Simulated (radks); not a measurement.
Question: The xenon ion Xe3+, [Kr] 4d10 5s2 5p3. Method: non-relativistic Kohn-Sham, PBE, spin-polarised, spherical densities, point nucleus; computed with a radial shooting solver on a logarithmic mesh with Libxc functionals. Every spin shell is full or empty, so the densities are truly spherical. Functionals are evaluated on that one density, not self-consistently. Rank these orbital-free kinetic functionals by their error against the exact value of the orbitals, and give that value: Thomas-Fermi, von Weizsacker, TF + vW, TF + vW/9, TF + vW/5, APBEK, Perdew 92, Pearson, LKT, PG1, DePristo-Kress.

Answer: Exact: 7229.39 hartree. From best to worst, with 100 (|E| - |E exact|)/|E exact| (equal figures are ties): APBEK +0.10, DePristo-Kress -0.12, Perdew 92 -0.68, TF + vW/9 -0.68, Pearson -0.91, TF + vW/5 +2.92, Thomas-Fermi -5.19, PG1 +14.62, LKT +18.63, TF + vW +35.36, von Weizsacker -59.45.
